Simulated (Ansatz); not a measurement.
Wavefunction ladder for C₂H₄ClI (`ClCCI`)

```xyz
8

Cl   -0.977   -0.842   -1.668
C    -0.750   -0.248   -0.010
C     0.680    0.098    0.295
I     1.392    1.797   -0.792
H    -1.411    0.607    0.122
H    -1.074   -1.052    0.655
H     1.355   -0.720    0.051
H     0.785    0.361    1.347
```

The species carries charge 0 and has multiplicity 1. Correlated methods include outer-core shells of I, which these sets cover unevenly. I takes the def2 core potential. The structure was optimised at the PBE0-D4/def2-TZVP level. It is a higher conformer; a search finds a lower one. Frozen core, restricted reference, Ansatz.

| basis | HF (Eh) | MP2 corr. | CCSD corr. | (T) | CCSD(T) total |
| --- | --- | --- | --- | --- | --- |
| def2-SVP | ? | -0.54016 | ? | ? | ? |
| def2-TZVPP | -834.26471 | -1.03762 | -1.04220 | -0.03512 | -835.34203 |
| def2-QZVPP | ? | -1.25040 | – | – | – |

Task: Fill in the withheld values. (An estimate is asked.)

Result: Computed: def2-SVP HF (Eh): -834.00633; def2-SVP CCSD corr.: -0.58265; def2-SVP (T): -0.01618; def2-SVP CCSD(T) total: -834.60516; def2-QZVPP HF (Eh): -834.28241.
